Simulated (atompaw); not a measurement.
## H PAW (atompaw): all-electron and pseudo phase curves

* Element: hydrogen
* Generator: atompaw 4.2.0.5
* Type: PAW
* Functional: PBE
* Relativity: non-relativistic
* Frozen core: none
* Valence charge: 1
* Reference configuration: 1s1
* Partial waves: 1s (bound): rc 1.60 bohr; 1s channel at 1.4 Ry: rc 1.60 bohr; 2p channel at 0.05 Ry: rc 1.60 bohr
* Local potential: bessel scheme, radius 1.20 bohr
* Core correction: none
* Augmentation charge: sinc compensation charge, radius 1.40 bohr; PAW radius 1.60 bohr; waves and projectors: custom rrkj vanderbiltortho

The phase is arctan(r·u′/u) with u = r·R(r), unwrapped; energies in Ry, scanned from -2 to 5 Ry. A pole is an energy at which the radial function vanishes at the test radius. The pseudo phase is shifted by a multiple of π to meet the all-electron one at the reference energy, and phase errors are pseudo minus all-electron; the curves can meet again beyond the range given. Levels narrower than the energy grid can be missing from the lists of poles.

Question: For each channel, where are the poles, and over which energies does the pseudopotential scatter like the atom?

Answer:

```json
{"channel": "s", "radius (bohr)": "1.60", "reference energy (Ry)": "-0.48", "poles, all-electron": "1.10", "poles, pseudo": "1.10", "unbroken range about the reference energy with phases within 0.05 rad": "the whole range", "phase error 1 Ry above the reference energy (rad)": "+0.000"}
{"channel": "p", "radius (bohr)": "1.60", "reference energy (Ry)": "0.05", "poles, all-electron": "none", "poles, pseudo": "none", "unbroken range about the reference energy with phases within 0.05 rad": "the whole range", "phase error 1 Ry above the reference energy (rad)": "+0.001"}
```

Phases in the s channel:

| E (Ry) | all-electron | pseudo |
| --- | --- | --- |
| -2.00 | 0.988 | 0.988 |
| -1.76 | 0.917 | 0.917 |
| -1.52 | 0.819 | 0.819 |
| -1.28 | 0.676 | 0.676 |
| -1.04 | 0.457 | 0.457 |
| -0.80 | 0.124 | 0.124 |
| -0.56 | -0.314 | -0.314 |
| -0.32 | -0.730 | -0.730 |
| -0.08 | -1.029 | -1.029 |
| 0.16 | -1.225 | -1.225 |
| 0.40 | -1.356 | -1.356 |
| 0.64 | -1.449 | -1.449 |
| 0.88 | -1.519 | -1.519 |
| 1.12 | -1.575 | -1.575 |
| 1.36 | -1.621 | -1.621 |
| 1.60 | -1.662 | -1.662 |
| 1.84 | -1.699 | -1.699 |
| 2.08 | -1.733 | -1.733 |
| 2.32 | -1.767 | -1.767 |
| 2.56 | -1.801 | -1.801 |
| 2.80 | -1.836 | -1.836 |
| 3.04 | -1.873 | -1.873 |
| 3.28 | -1.914 | -1.914 |
| 3.52 | -1.960 | -1.960 |
| 3.76 | -2.014 | -2.013 |
| 4.00 | -2.078 | -2.077 |
| 4.24 | -2.155 | -2.154 |
| 4.48 | -2.253 | -2.251 |
| 4.72 | -2.378 | -2.374 |
| 4.96 | -2.541 | -2.534 |
